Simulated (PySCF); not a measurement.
Precursor series Mo F-NH2. Gas-phase values, no solvent. One relaxed conformer stands for each flexible species; it need not be the lowest.

Method: B3LYP-D3(BJ)/def2-TZVP // BP86-D3(BJ)/def2-SVP in PySCF. All candidates: neutral, multiplicity 1. B3LYP has the VWN-RPA correlation part, as in Gaussian. 

- HOMO = -8.66 eV
- HOMO–LUMO gap = 4.19 eV
- LUMO = -4.47 eV

Question: Which member has these values?
(A) [Mo(F)5(NH2)]
(B) [Mo(F)3(NH2)3]
(C) [Mo(F)2(NH2)4]
(D) [Mo(F)4(NH2)2]

Answer: D, [Mo(F)4(NH2)2]. The others give [Mo(F)5(NH2)]: -9.35 eV, 3.94 eV, -5.41 eV; [Mo(F)3(NH2)3]: -7.79 eV, 4.38 eV, -3.40 eV; [Mo(F)2(NH2)4]: -6.73 eV, 3.68 eV, -3.05 eV
